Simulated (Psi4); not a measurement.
trichloroethylene (C$_{2}$HCl$_{3}$), singlet, geometry from GFN2-xTB. Base run: B3LYP/def2-SV(P) (Psi4).

Here is a job for Psi4.
```
memory 2 GB

molecule mol {
0 1
Cl    2.164304    0.650631   -0.024884
C     0.968681   -0.568927   -0.034553
C    -0.332364   -0.292371   -0.001418
Cl   -0.967282    1.297247    0.054353
Cl   -1.500229   -1.550861   -0.012694
H     1.336608   -1.581513   -0.069361
}

set {
  basis def2-sv(p)
  reference rks
}

energy('b3lyp')
print_variables()
```

Each row names what was changed in the base input (with any setting that the change needs).

| change | ΔE vs base (µEh) | SCF cycles | grid points | basis functions |
|---|---|---|---|---|
| base | 0.0 | 9 | 124560 | 84 |
| e_convergence = 1e-4 | 0.0 | 9 | 124560 | 84 |
| dft_radial_points = 35 | ___ | 9 | 59452 | 84 |
| scf_type = dfdirj+link | -59.2 | 9 | 124560 | 84 |
| scf_type = mem_df | 0.0 | 9 | 124560 | 84 |
| d_convergence = 1e-10 | 0.0 | 14 | 124560 | 84 |
| scf_initial_accelerator = none | 0.0 | 9 | 124560 | 84 |
| cholesky_tolerance = 1e-6 (with scf_type cd) | 25.7 | 9 | 124560 | 84 |
| dft_spherical_points = 974 | 1.5 | 9 | 401191 | 84 |
| dft_pruning_scheme = treutler | -16.0 | 9 | 66802 | 84 |
| dft_nuclear_scheme = becke | -2.9 | 9 | 124156 | 84 |
| df_basis_scf = def2-universal-jkfit | 0.0 | 9 | 124560 | 84 |
| e_convergence = 1e-8 | 0.0 | 9 | 124560 | 84 |

Q: What belongs in the gaps?

A: 
- dft_radial_points = 35, ΔE vs base (µEh): -3957
